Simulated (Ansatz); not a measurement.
Mulliken charges of `S[SiH2]CCl` from ωB97M-V/def2-TZVPP in Ansatz (PBE0-D4/def2-TZVP geometry).

```
atom   x (Å)   y (Å)   z (Å)  charge (e)
  S1  -0.950   2.083  -0.368      -0.252
 Si2   0.322   0.570   0.450       0.236
  C3  -0.214  -1.143  -0.107      -0.261
 Cl4   0.888  -2.337   0.638      -0.123
  H5  -0.472   1.961  -1.618       0.117
  H6   0.166   0.679   1.919      -0.003
  H7   1.732   0.781   0.044      -0.005
  H8  -0.155  -1.266  -1.189       0.141
  H9  -1.230  -1.375   0.214       0.150
```

Problem. By hand: the dipole of these point charges (1 e Å = 4.8032 D).

Solution. Σ q r = (-0.009, 0.034, -0.182) e Å, of length 0.185 e Å = 0.89 D.

Problem. How does the dipole of the full density compare? (Estimate.)

Solution. Ansatz gave: (-0.096, 0.052, -0.258) e Å, 1.35 D; the point charges give 0.66 times that, at 17° from its direction.

Point charges leave out the atoms' own dipoles, such as those of lone pairs, and Mulliken's split depends on the basis, so the two needn't agree.
